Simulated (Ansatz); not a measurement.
`C[CH2][Zn][NH2]` → `C[N](C)[ZnH]`  (isomerisation)

Calculated with Ansatz (gas phase, PBE0-D4/def2-TZVP geometries, no zero-point term in ΔE). CCSD(T)/CBS adds triple-zeta CCSD(T) − MP2 to the extrapolated MP2 energy (def2 sets, frozen cores). Functionals use def2-TZVPP. B3LYP here is the variant with VWN-RPA as its local correlation; programs differ in this. For Zn outer-core shells are correlated without core-valence functions, which leaves a few kJ/mol of doubt a bond. Scalar relativity is left out up to krypton. One conformer a species, not always the lowest.

`C[CH2][Zn][NH2]`:

```xyz
11

C    -1.665   -0.183   -0.719
C    -0.192   -0.540   -0.914
Zn    1.017    0.120    0.452
N     2.243    0.687    1.675
H    -1.824    0.899   -0.701
H    -2.290   -0.585   -1.523
H    -2.060   -0.577    0.221
H     0.162   -0.163   -1.879
H    -0.072   -1.628   -0.964
H     2.229    0.299    2.607
H     2.451    1.673    1.746
```

`C[N](C)[ZnH]`:

```xyz
11

C     0.812    0.519    0.899
N    -0.175   -0.139    0.088
C     0.003    0.133   -1.311
Zn   -1.493   -1.194    0.754
H     0.666    0.304    1.962
H     1.836    0.202    0.640
H     0.779    1.614    0.781
H     0.989   -0.201   -1.674
H    -0.753   -0.372   -1.918
H    -0.067    1.211   -1.534
H    -2.598   -2.077    1.312
```

```tsv
level	ΔE (kcal/mol)
B3LYP-D4	18.3
PBE-QIDH	20.3
BLYP	19.8
HF/def2-QZVPP	17.2
```

Task: What does CCSD(T)/CBS give? (An estimate is asked.)

Result: Ansatz gave: +21.7 kcal/mol. The listed levels differ from it by -3.4, -1.4, -1.9, -4.5 kcal/mol.

Largest T1 diagnostic among the species: 0.015.

From BLYP to BHLYP (50 % exact exchange), in def2-TZVPP and without D4, ΔE moves by −0.8 kcal/mol. The D4 term adds −1.3 kcal/mol with B3LYP and −0.7 kcal/mol with PBE0; it sums over pairs of atoms, weighted by their polarisabilities, and B3LYP, whose exchange is more repulsive, gets the larger term.
